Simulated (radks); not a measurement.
Polarisability of neutral cadmium, [Kr] 4d10 5s2, at imaginary frequency. All-electron calculation, non-relativistic Kohn-Sham, PBE, spin-polarised, spherical densities, point nucleus; relativity is left out, which matters for an element this heavy. Program: a radial shooting solver on a logarithmic mesh with Libxc functionals. Response by self-consistent Sternheimer equations with the Hartree and adiabatic LDA kernel.

| w (hartree) | alpha1(iw) (bohr^3) | alpha2(iw) (bohr^5) |
|---|---|---|
| 0.00266 | 56.25 | 595.9 |
| 0.0143 | 55.94 | 594.1 |
| 0.0360 | 54.29 | 584.3 |
| 0.0697 | 49.62 | 554.8 |
| 0.118 | 41.06 | 492.5 |
| 0.186 | 30.35 | 395.5 |
| 0.280 | 20.68 | 282.9 |
| 0.413 | 13.61 | 181.7 |
| 0.605 | 8.894 | 107.0 |
| 0.892 | 5.772 | 58.79 |
| 1.35 | 3.617 | 30.24 |
| 2.12 | 2.066 | 14.29 |
| 3.59 | 0.9828 | 5.858 |
| 6.94 | 0.3442 | 1.820 |
| 17.5 | 0.07532 | 0.3162 |

Static values: alpha1 = 56.26 bohr^3 (8.336 angstrom^3; uncoupled 105.6), alpha2 = 596.0 bohr^5, alpha3 = 11270 bohr^7. C6 = 520.1, C8 = 30360, triple-dipole C9 = 20290 atomic units. One-pole (London) frequency 4 C6 / (3 alpha1^2) = 0.219 hartree, against 0.194 for minus the highest occupied eigenvalue. Recommended static value: 46 bohr^3 (Schwerdtfeger and Nagle, 2023 table).
